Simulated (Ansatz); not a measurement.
Results of the Gaussian-basis code of Ansatz.

CH5NbO4, SMILES `C[O][Nb](=[O])([OH])[OH]` at its PBE0-D4/def2-TZVP geometry, where that method's forces vanish. The species carries charge 0 and has multiplicity 1. Nb: def2 effective core potential.

| atom | x (Å) | y (Å) | z (Å) |
| --- | --- | --- | --- |
| C1 | -0.119 | 1.226 | -1.690 |
| O2 | 0.400 | 0.444 | -0.649 |
| Nb3 | -0.138 | -0.623 | 0.801 |
| O4 | -1.834 | -0.588 | 0.897 |
| O5 | 0.622 | 0.090 | 2.396 |
| O6 | 0.383 | -2.442 | 0.541 |
| H7 | -1.212 | 1.262 | -1.650 |
| H8 | 0.187 | 0.805 | -2.652 |
| H9 | 0.274 | 2.244 | -1.613 |
| H10 | 0.179 | 0.397 | 3.188 |
| H11 | 1.257 | -2.816 | 0.433 |

For each bond, give half the difference of the two atoms' forces along it (eV/Å; positive pushes the atoms apart) under PBE-D4, r2SCAN-D4, B3LYP-D4, ωB97M-V in def2-TZVPP. (Best estimate.)

The calculation gave: 
```csv
bond,length (Å),PBE-D4,r2SCAN-D4,B3LYP-D4,ωB97M-V
C1–O2,1.401,0.11,0.19,0.22,0.34
C1–H7,1.095,0.08,-0.06,-0.08,-0.10
C1–H8,1.094,0.09,-0.06,-0.10,-0.14
C1–H9,1.094,0.10,-0.06,-0.10,-0.14
O2–Nb3,1.879,0.02,-0.01,0.02,-0.04
Nb3–O4,1.699,0.87,0.49,0.37,-0.38
Nb3–O5,1.905,-0.01,0.03,0.12,0.13
Nb3–O6,1.910,0.01,0.05,0.13,0.14
O5–H10,0.958,0.30,-0.02,-0.07,-0.07
O6–H11,0.958,0.32,-0.01,-0.07,-0.08
```

B3LYP here is the variant with VWN-RPA as its local correlation; programs differ in this.
